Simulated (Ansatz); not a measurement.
Pb₃O₇H₈⁻, a hydroxylated oxide cluster. Charge -1, multiplicity 2. Geometry PBE-D4/def2-SVP, that of the neutral singlet; atoms count from 1.

```csv
atom,x (Å),y (Å),z (Å)
Pb1,-0.449,-0.600,-2.556
Pb2,-2.545,-1.478,0.142
Pb3,1.651,1.284,0.518
O4,-1.087,1.759,0.541
O5,-1.680,-0.296,1.803
O6,3.302,0.233,-0.617
O7,-2.215,0.263,-1.379
O8,1.045,0.799,-1.684
O9,-0.478,-2.003,-0.724
O10,0.859,-0.771,1.197
H11,-1.404,0.959,1.191
H12,-1.412,2.591,0.932
H13,-0.710,-0.570,1.820
H14,3.297,-0.712,-0.367
H15,-1.860,1.012,-0.807
H16,1.995,0.419,-1.694
H17,0.165,-1.626,-0.029
H18,1.526,-1.263,1.714
```

In the def2 sets Pb takes a core potential; there is no spin–orbit coupling. The highest occupied level of the charge -1 doublet lies above zero (up to 1.62 eV). By energy differences it is unbound by 0.17 eV (vertical, to the charge 0 singlet, at PBE0-D4/def2-SVP) and held by the finite basis.

**Question.** Estimate the Mulliken populations from the PBE0/def2-SVP orbitals of Ansatz.

**Answer.** 
```
atom  charge (e)  spin (α − β)
 Pb1        0.39          0.53
 Pb2        0.29          0.56
 Pb3        0.68          0.00
  O4       -0.40          0.00
  O5       -0.60          0.00
  O6       -0.60          0.00
  O7       -0.56         -0.03
  O8       -0.60          0.00
  O9       -0.58         -0.03
 O10       -0.57          0.00
 H11        0.23          0.00
 H12        0.16          0.00
 H13        0.19          0.00
 H14        0.15          0.00
 H15        0.22         -0.01
 H16        0.20          0.00
 H17        0.23         -0.02
 H18        0.16          0.00
```
Mulliken values and Mayer orders depend strongly on the basis.

**Question.** Where does the spin sit?

**Answer.** Summed by element: Pb 1.09, O -0.06, H -0.03, of 1 unpaired in all. Largest on single atoms: Pb2 0.56, Pb1 0.53, O7 -0.03.

**Question.** And the Mayer bond orders between bonded heavy atoms (over 0.3)?

**Answer.** Pb1–Pb2 0.42 (3.53 Å); Pb1–O7 0.56 (2.29 Å); Pb1–O8 0.55 (2.23 Å); Pb1–O9 0.54 (2.31 Å); Pb2–O5 0.68 (2.21 Å); Pb2–O7 0.51 (2.34 Å); Pb2–O9 0.55 (2.30 Å); Pb3–O6 0.67 (2.26 Å); Pb3–O8 0.57 (2.33 Å); Pb3–O10 0.57 (2.30 Å).
